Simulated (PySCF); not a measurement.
Job file and geometry (Å, from GFN2-xTB) of a spin–spin coupling run on `[C@@H](F)([GeH3])CBr`, C$_{2}$H$_{6}$BrFGe, PySCF, B3LYP/pcJ-1 Br:pcSseg-1 Ge:pcSseg-1 indirect spin-spin coupling, non-relativistic, gas phase; density fitting, a coarse starting grid and PySCF grid level 2 are the driver's defaults:

```
$ OMP_NUM_THREADS=1 python probes_run.py task.json out

{"job": {"kind": "j", "xc": "B3LYP", "basis": "pcJ-1"}, "charge": 0, "multiplicity": 1}
F     -0.186712     1.328881     1.644891
C     -0.240840     0.112866     0.976055
Ge     1.538322    -0.129566     0.079704
C     -1.417989     0.156494     0.025156
Br    -1.581933    -1.574480    -0.815348
H     -0.418585    -0.641356     1.751106
H      1.377020    -0.609025    -1.323120
H      2.356874    -1.105676     0.854477
H      2.197857     1.206491     0.079682
H     -2.354045     0.365431     0.545557
H     -1.264546     0.892609    -0.764283
```

Q: What does the program print?

A: 
```
coarse grid: 45240 points
cycle   1  E = -4830.3184850586  dE = -1.536e+00  |g| = 1.221e+00  |ddm| = 2.874e+00
cycle   2  E = -4830.2571826828  dE =  6.130e-02  |g| = 1.223e+00  |ddm| = 1.068e+00
cycle   3  E = -4830.3899652580  dE = -1.328e-01  |g| = 2.842e-01  |ddm| = 8.201e-01
cycle   4  E = -4830.4002401889  dE = -1.027e-02  |g| = 8.694e-02  |ddm| = 1.906e-01
cycle   5  E = -4830.4010477094  dE = -8.075e-04  |g| = 1.504e-02  |ddm| = 5.044e-02
cycle   6  E = -4830.4010757724  dE = -2.806e-05  |g| = 3.617e-03  |ddm| = 1.273e-02
cycle   7  E = -4830.4010787064  dE = -2.934e-06  |g| = 1.621e-03  |ddm| = 4.683e-03
final grid: 92368 points
cycle   8  E = -4830.4010637676  dE =  8.764e-07  |g| = 2.484e-03  |ddm| = 3.658e-03
cycle   9  E = -4830.4010612399  dE =  2.528e-06  |g| = 4.013e-03  |ddm| = 5.627e-03
cycle  10  E = -4830.4010652455  dE = -4.006e-06  |g| = 2.094e-04  |ddm| = 3.549e-03
cycle  11  E = -4830.4010652510  dE = -5.575e-09  |g| = 2.312e-05  |ddm| = 1.251e-04
cycle  12  E = -4830.4010652512  dE = -1.164e-10  |g| = 7.279e-06  |ddm| = 2.502e-05
converged SCF energy = -4830.4010652512

Indirect spin-spin couplings (Hz)
  i      j    bonds     total        FC       PSO       DSO        SD
  0 F    1 C    1   -241.850  -298.268    31.621     1.194    23.604
  0 F    3 C    2     18.808    24.554    -4.804     0.297    -1.239
  0 F    5 H    2     54.719    46.910    11.053     0.037    -3.281
  0 F    6 H    3     18.081    19.835     0.988    -2.700    -0.042
  0 F    7 H    3      4.816     5.616     1.052    -1.727    -0.126
  0 F    8 H    3     19.805    19.155    -0.107     0.951    -0.194
  0 F    9 H    3     10.358     8.670     1.475     0.570    -0.357
  0 F   10 H    3      3.005     1.283     1.462     0.505    -0.245
  1 C    3 C    1     38.861    39.315    -0.878     0.424         -
  1 C    5 H    1    162.334   161.160    -0.547     1.721         -
  1 C    6 H    2      7.874     8.296    -0.014    -0.407         -
  1 C    7 H    2      9.027     9.504    -0.100    -0.377         -
  1 C    8 H    2      3.407     3.748     0.010    -0.351         -
  1 C    9 H    2     -4.055    -4.334    -0.015     0.294         -
  1 C   10 H    2     -3.953    -4.216    -0.118     0.381         -
  3 C    5 H    2     -2.933    -3.181    -0.097     0.345         -
  3 C    6 H    3      1.603     1.456    -0.082     0.228         -
  3 C    7 H    3      5.651     6.005     0.197    -0.550         -
  3 C    8 H    3     -0.515    -0.348     0.100    -0.266         -
  3 C    9 H    1    161.841   160.564    -0.123     1.399         -
  3 C   10 H    1    158.901   157.510    -0.076     1.467         -
  5 H    6 H    3      0.769     2.158     0.987    -2.375         -
  5 H    7 H    3      2.103     1.802    -0.382     0.683         -
  5 H    8 H    3      1.246     2.826     1.355    -2.936         -
  5 H    9 H    3      6.950     6.112     0.105     0.732         -
  5 H   10 H    3     15.481    14.971     2.575    -2.064         -
  6 H    7 H    2      5.929     9.380     1.177    -4.628         -
  6 H    8 H    2      8.420    11.884     1.145    -4.610         -
  6 H    9 H    4     -0.922    -0.646     1.170    -1.446         -
  6 H   10 H    4      0.906     0.048    -0.714     1.573         -
  7 H    8 H    2      6.002     9.638     1.234    -4.870         -
  7 H    9 H    4      1.674     2.543     1.142    -2.011         -
  7 H   10 H    4     -1.554     0.332     1.050    -2.936         -
  8 H   10 H    4     -0.170    -0.101    -0.190     0.121         -
  9 H   10 H    2     -8.784   -10.152     2.329    -0.961         -
```

Size and cost of the density-fitted run: 223 basis functions, 28 s wall time on 1 thread of an AMD EPYC 9R45 96-Core, shared host; peak memory 0.98 GiB.
